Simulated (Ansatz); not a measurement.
A geometry relaxed with B3LYP-D3(BJ)/def2-TZVP (Ansatz, a quantum-chemistry and plane-wave program), charge 0, multiplicity 1:

```xyz
8

B      0.2756     0.5845    -0.1724
H      0.2310     1.7757    -0.1693
C     -1.0354    -0.2393    -0.2088
H     -1.8847     0.2529     0.2672
H     -1.2854    -0.2811    -1.2845
H     -0.9598    -1.2743     0.1236
O      2.8718    -0.6647    -0.2598
B      1.7883    -0.1389    -0.2240
```

Question: Write the SMILES of this molecule.

Answer: `CBB=O`
